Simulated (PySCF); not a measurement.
```xyz
3
charge 0 multiplicity 1, angstrom
Sc   -0.7087    0.0000   -0.7660
S    -2.6596    0.0000    0.1054
Br    1.4733    0.0000    0.3949
```

Computed with PBE0 in PySCF with Sc def2-TZVP, S def2-TZVP, Br def2-TZVP; no relativity; density-fitted integrals.

This geometry of ScSBr is a stationary point at this level.

Task: What is the point group?

Result: Cs.

Task: Is it a minimum?

Result: Yes: all harmonic wavenumbers are real.

Task: Which band is strongest in the infrared?

Result: 589 cm⁻¹ (a'), 149 km/mol.

Task: What are the dipole moment and the gap between the highest occupied and lowest empty levels?

Result: 5.84 D and 4.05 eV.

Task: Give the atomic charges and bond orders.

Result: 
```json
{"atom": "Sc1", "Mulliken": "0.95", "Löwdin": "-0.04", "polar tensor": "1.54", "Mayer order to Sc1": "–"}
{"atom": "S2", "Mulliken": "-0.51", "Löwdin": "0.02", "polar tensor": "-0.85", "Mayer order to Sc1": "2.28"}
{"atom": "Br3", "Mulliken": "-0.44", "Löwdin": "0.02", "polar tensor": "-0.68", "Mayer order to Sc1": "0.98"}
```

Other isomers or separated fragments may lie lower.
